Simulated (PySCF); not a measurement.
Compound: CH4O2Si.
Bonds: O1–C2 (double), C2–O3, O3–Si4. Hydrogens: H5 on C2; H6, H7, H8 on Si4.

Lines to be assigned: C 1s: 295.27 eV; O 1s: 538.43 (area 1), 539.48 (area 1) eV; Si 1s: 1847.98 eV; Si 2p3/2: 108.12 eV.

Theory: delta-SCF UKS SCAN, pcX-2 on the ionised atom, pcseg-1 elsewhere, spin-free X2C (PySCF 2.14.0). One conformer (not necessarily the lowest) at the PBE0-D3(BJ)/def2-SVP geometry, without solvent, vibrations or thermal averaging.

(1) Assign the O 1s lines to atoms.

## Answers

(1) 538.43 eV: O1 (carbonyl oxygen); 539.48 eV: O3 (oxygen singly bound to a carbonyl carbon). Lowest listed O 1s: O1, bonded to C (double bond). Highest, 1.05 eV above it: O3, bonded to C and Si. Summing the Pauling electronegativity differences to the bonded atoms, each weighted by its formal bond order, gives -1.78 for the lowest site and -2.43 for the highest; the largest sum, -1.78, belongs to O1, 1.05 eV below the top. The smallest sum, -2.43, belongs to O3, 1.05 eV above the lowest.

Bonded neighbours of each site: O1: C (double bond); C2: O (double bond), O and H; O3: C and Si; Si4: O and 3 H.

Task: Which effective nuclear charge Zeff reproduces each element's mean 1s value in the hydrogen-like formula E = 13.606 eV × Zeff²?

Result: C (Z = 6): mean 295.3 eV, Zeff = 4.66, Z − Zeff = 1.34; O (Z = 8): mean 539.0 eV, Zeff = 6.29, Z − Zeff = 1.71; Si (Z = 14): mean 1848.0 eV, Zeff = 11.65, Z − Zeff = 2.35. Means run over the listed sites, weighted by atom count.

For 2p shells one spin-free hole was relaxed; a mean-field spin–orbit operator and the ground-state splitting of the three 2p orbitals were then diagonalised within the shell. The shell's mean is (2 × 2p3/2 + 2p1/2)/3, and the degeneracies 2j + 1 give areas of 2:1. 2p1/2 minus 2p3/2 (ligand field included): Si 0.63 eV.

Shape of the structure used: `[O:1]=[CH:2][O:3][SiH3:4]`: O1–C2–O3–Si4 0°.
